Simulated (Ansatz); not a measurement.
Species: [B(Cl)3(CH3OH)] (charge 0, multiplicity 1).

Task: Give a relaxed geometry from B3LYP-D3(BJ)/def2-SVP (Ansatz, a quantum-chemistry and plane-wave program).

Result: One answer among several that fit: the end point of this relaxation, one of several conformers.
Cartesian coordinates (Å) in one orientation:
```xyz
10

B      0.062    -0.026     0.097
Cl    -1.392    -0.603     1.053
Cl     1.485    -1.153     0.151
Cl     0.439     1.746     0.341
C     -0.985    -1.209    -2.069
O     -0.403    -0.028    -1.464
H     -1.936    -1.450    -1.577
H     -0.257    -2.011    -1.905
H     -1.109    -1.013    -3.141
H     -0.921     0.781    -1.618
```
